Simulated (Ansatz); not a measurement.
Ansatz (a quantum-chemistry and plane-wave program) input (r2SCAN/def2-TZVPD):

Ansatz 0.2 input:
```yaml
crystal:
  periodic: [false, false, false]
  atoms:
    - {symbol: C, position_ang: [2.37374542, -0.43558128, -0.51488565]}
    - {symbol: C, position_ang: [1.54771850, -0.30890128, 0.72797045]}
    - {symbol: C, position_ang: [0.24263927, -0.06408444, 0.81699341]}
    - {symbol: C, position_ang: [-0.74107523, 0.14853751, -0.29812615]}
    - {symbol: C, position_ang: [-1.36562067, 1.54618005, -0.20085044]}
    - {symbol: C, position_ang: [-1.82633131, -0.93515893, -0.26760860]}
    - {symbol: H, position_ang: [1.79183517, -0.30308973, -1.42549594]}
    - {symbol: H, position_ang: [3.17966101, 0.30418967, -0.52028920]}
    - {symbol: H, position_ang: [2.85260631, -1.41806762, -0.56200635]}
    - {symbol: H, position_ang: [2.09629166, -0.43534193, 1.65737021]}
    - {symbol: H, position_ang: [-0.19155265, -0.00611147, 1.81331768]}
    - {symbol: H, position_ang: [-0.22262041, 0.07806496, -1.25689449]}
    - {symbol: H, position_ang: [-2.08724085, 1.70763570, -1.00476117]}
    - {symbol: H, position_ang: [-1.89124772, 1.66869321, 0.74988160]}
    - {symbol: H, position_ang: [-0.60227793, 2.32311795, -0.26316869]}
    - {symbol: H, position_ang: [-2.55025129, -0.78477525, -1.07161268]}
    - {symbol: H, position_ang: [-1.39185176, -1.92976585, -0.37795084]}
    - {symbol: H, position_ang: [-2.36980760, -0.91049919, 0.68065155]}
basis:
  gaussian:
    orbitals: def2-TZVPD
hamiltonian:
  xc: {name: r2SCAN}
magnetization: {spin_polarized: true, initial_magnetization: 2}
```

End of the output:

```
integrals: 0.32 GiB planned
1656 factors; their error is unknown
0.51 GiB of the device are held for the grids
2.05 GiB of device memory are held for the factors and their scratch space
mean field: 2.83 GiB planned
mean field evaluation 1: about -6393.0809 eV, gradient 6.2e1 eV
mean field evaluation 2: about -6367.3904 eV, gradient 8.8e1 eV
mean field evaluation 4: about -6411.4811 eV, gradient 6.9e0 eV
mean field evaluation 8: about -6411.7231 eV, gradient 3.1e-1 eV
mean field evaluation 16: about -6411.6398 eV, gradient 9.9e-4 eV
mean field -6411.63979104 eV, -235.6234163554 hartree, gradient 6.4e-5 eV, S^2 2.012553; 0 other end points of the search recorded, 0 dependent functions left out
reference -6411.63981501 eV, -235.6234172362 hartree; 25, 23 occupied and 305, 307 virtual orbitals, 1656 factors
Total energy: -6411.63981501 eV, -235.6234172362 hartree
```

This state (charge 0, triplet) is run at the relaxed geometry of the species with charge 0 and multiplicity 1, and is a spin state other than that species' own.
